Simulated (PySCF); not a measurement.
# Hartree-Fock beside MP2: B2ClH2O cation

Calculated results; nothing here was measured. They come from PySCF 2.14.0, an open-source quantum chemistry program, on an isolated molecule that a program drew, which may never have been made. The molecule is B2ClH2O cation (charge +1, singlet), drawn as the SMILES string `O[B+]BCl`.

The geometry was optimised and harmonic frequencies were computed with HF and MP2, all in the cc-pV(D+d)Z basis, for the commonest isotopes, with a restricted reference for singlets and an unrestricted one otherwise, and a frozen core in MP2. Each result is a local minimum of its method.

Geometry at the HF minimum:
```xyz
6
B2ClH2O cation, angstrom
O    -1.8956    2.7083    0.7436
B    -0.8616    2.0716    0.5478
B     0.6428    1.2490    0.2520
Cl    0.6156   -0.4491    0.4388
H    -2.8184    2.6597    0.9834
H     1.5901    1.8870   -0.0568
```

Lengths of the bonds as drawn, in Å (atoms numbered as above):
```
  bond     HF    MP2
 O1-B2  1.230  1.244
 B2-B3  1.740  1.732
B3-Cl4  1.709  1.705
 O1-H5  0.955  0.973
 B3-H6  1.183  1.194
```

Rotational constants, in GHz:
```
constant,HF,MP2
A,29.65,29.87
B,2.365,2.357
C,2.19,2.185
```

Harmonic frequencies in cm^-1, each column in rising order, so a row needn't be the same motion in every method:
```
rank    HF   MP2
   1   133   120
   2   171   168
   3   316   255
   4   356   292
   5   464   424
   6   682   672
   7   803   767
   8   937   932
   9  1134  1102
  10  1890  1822
  11  2854     ?
  12  4034  3802
```

**Estimate the missing MP2 frequency from the HF column.**

A single factor s that minimises the squared misfit of MP2 against s times HF over the other rows is sum(HF x MP2) / sum(HF^2) = 0.9490, with an rms misfit of 29 cm^-1. For rank 11 it gives 0.9490 x 2854 = 2708 cm^-1. The calculation gives 2770 cm^-1, 62 cm^-1 above the estimate. The drawn bonds are on average 0.7 % longer in MP2 than in HF.
